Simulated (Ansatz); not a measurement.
**Worked example: the enthalpy of C2H4Br2 + CH2F2 → C2H5Br + CHBrF2**

Species: C2H4Br2 (1,1-dibromoethane) `CC(Br)Br`, singlet; CH2F2 (difluoromethane) `FCF`, singlet; C2H5Br (bromoethane) `CCBr`, singlet; CHBrF2 (bromodifluoromethane) `FC(F)Br`, singlet. The partners trade Br for H; both sit on C, so the bond types are kept.

Shapes, held fixed at every level: PBE0-D4/def2-TZVP. Programs: Ansatz 0.2.0. The zero-point and thermal terms to 298 K, harmonic and unscaled (PBE0-D4/def2-TZVP), stand in the table.

At r2SCAN-D4/def2-TZVPP; 1 Eh = 2625.50 kJ/mol:

| species | energy (Eh) | H(298 K) − E (kJ/mol) | tabulated ΔfH (kJ/mol) |
| --- | --- | --- | --- |
| C2H4Br2 | -5226.885525 | 164.1 | -36.3 |
| CH2F2 | -238.985947 | 97.1 | -451.0 |
| C2H5Br | -2653.345760 | 186.9 | -63.1 |
| CHBrF2 | -2812.531320 | 73.0 | -424.2 |

Question: Work out the reaction enthalpy at 298 K from the calculation and from the table of heats.

Answer: 
1. Electronic: (-2653.345760) + (-2812.531320) − [(-5226.885525) + (-238.985947)] = -0.005608 Eh = -14.7 kJ/mol.
2. Zero-point and thermal: (186.9) + (73.0) − [(164.1) + (97.1)] = -1.3 kJ/mol.
3. Computed ΔH = -16.0 kJ/mol.
4. From the heats of formation (Active Thermochemical Tables): (-63.1) + (-424.2) − [(-36.3) + (-451.0)] = 0.0 kJ/mol.
5. Computed less tabulated: -16.0 kJ/mol. Tabulated heats carry uncertainties of their own.

Relativity is left out for Br unless named.
